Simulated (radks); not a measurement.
Se3+, configuration [Ar] 3d10 4s2 4p1. Calculated with a radial shooting solver on a logarithmic mesh with Libxc functionals: Dirac Kohn-Sham, LDA (Slater exchange, Perdew-Wang correlation), spin-unpolarised, spherical densities, point nucleus; open shells fill j = l - 1/2 first. Some entries of the table are withheld. Estimate them.

orbital,occ.,eigenvalue (eV),<r^2> (bohr^2),<r> (bohr)
1s1/2,2,-12516.76,0.002623,0.04414
2s1/2,2,(1),0.04535,0.1960
2p1/2,2,-1477.158,0.03492,0.1686
2p3/2,4,-1435.471,0.03638,0.1724
3s1/2,2,-248.9968,0.3806,0.5747
3p1/2,2,-193.0249,0.3984,0.5825
3p3/2,4,-187.1302,0.4129,0.5931
3d3/2,4,(2),0.4859,0.6243
3d5/2,6,(3),0.4925,0.6285
4s1/2,2,-49.6140,3.029,1.636
4p1/2,1,-37.0996,(4),(5)
4p3/2,0,-36.4923,(6),(7)

Answer. 
(1) 2s1/2 eigenvalue (eV): -1640.691
(2) 3d3/2 eigenvalue (eV): -90.1789
(3) 3d5/2 eigenvalue (eV): -89.2759
(4) 4p1/2 <r^2> (bohr^2): 3.925
(5) 4p1/2 <r> (bohr): 1.857
(6) 4p3/2 <r^2> (bohr^2): 4.034
(7) 4p3/2 <r> (bohr): 1.883
